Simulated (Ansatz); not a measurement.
Z-matrix (Å, degrees):
```
C
C 1 1.503
H 1 1.095 2 111.0
H 1 1.092 2 111.9 3 -121.1
H 1 1.094 2 109.7 3 119.2
F 2 1.414 1 108.7 3 56.9
In 2 2.197 1 116.7 3 171.8
H 2 1.093 1 110.5 3 -58.9
H 7 1.726 2 121.1 1 146.8
H 7 1.729 2 117.1 1 -36.9
```

The species carries charge 0 and has multiplicity 1. In: def2 effective core potential.

Q: List the PBE0/def2-TZVPP orbital energies in eV (the Gaussian-basis code of Ansatz). (Estimate.)

A: Computed: Occupied: -673.40, -279.96, -278.12, -128.22, -84.76, -84.39, -84.37, -32.97, -21.58, -21.29, -21.18, -21.17, -21.06, -20.78, -17.11, -13.82, -13.24, -12.67, -11.25, -11.19, -10.77, -9.58, -8.15, -7.04. Lowest empty: -1.79, 0.14, 0.99, 1.29, 1.77, 2.23, 2.55, 2.75.
